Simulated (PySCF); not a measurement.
Ge(Me)(NH2)3 (CH9GeN3), SMILES [CH3][Ge]([NH2])([NH2])[NH2].

Geometry: PBE0-D3(BJ)/def2-SVP. One conformer was computed; it need not be the lowest.

Level of theory: PBE/def2-TZVP (PySCF).

Symmetry labels are those of the subgroup Cs that the program uses (full group Cs).

Computed valence orbital energies around the gap with their symmetry:
```csv
orbital,symmetry,energy (eV)
HOMO−7,A",-9.82
HOMO−6,A',-9.80
HOMO−5,A",-9.00
HOMO−4,A',-8.77
HOMO−3,A',-7.57
HOMO−2,A',-6.36
HOMO−1,A',-5.50
HOMO,A",-5.29
LUMO,A',-0.29
LUMO+1,A",0.88
LUMO+2,A',0.99
LUMO+3,A',1.22
```
